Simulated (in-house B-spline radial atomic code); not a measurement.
Values are calculated unless marked as measured or tabulated.
Weak and strong correlation along the adiabatic connection

Two-electron singlets in several external potentials (atomic units), by full CI in B-splines with partial waves to l = 8 (correlation energies up to 0.6 % small). The repulsion is scaled by λ at fixed density; W(λ) is the mean repulsion less the Hartree energy, W(0) = E_x, and the area under W from 0 to 1 is E_xc.

One system gave this curve:

```tsv
λ	W (hartree)
0	-0.51512
0.02	-0.51713
0.05	-0.52007
0.12	-0.52662
0.25	-0.53774
0.4	-0.54909
0.6	-0.56214
0.8	-0.57324
1	-0.58278
1.4	-0.59826
2	-0.61531
3	-0.63421
4.5	-0.65152
7	-0.66797
10	-0.67939
```

Q: Which system is it?
A. ω²r²/2, ω = 0.5
B. −Z exp(−kr)/r, Z = 2.21, k = 0.553
C. −Z exp(−kr)/r, Z = 8.46, k = 3.5
D. −Z exp(−kr)/r, Z = 2.73, k = 0.12

A: A. The exchange energy sets the size: ω²r²/2, ω = 0.5: E_x = -0.515, E_c = -0.0385; −Z exp(−kr)/r, Z = 8.46, k = 3.5: E_x = -4.42, E_c = -0.0466; −Z exp(−kr)/r, Z = 2.73, k = 0.12: E_x = -1.48, E_c = -0.0431; −Z exp(−kr)/r, Z = 2.21, k = 0.553: E_x = -1.06, E_c = -0.0434 hartree.
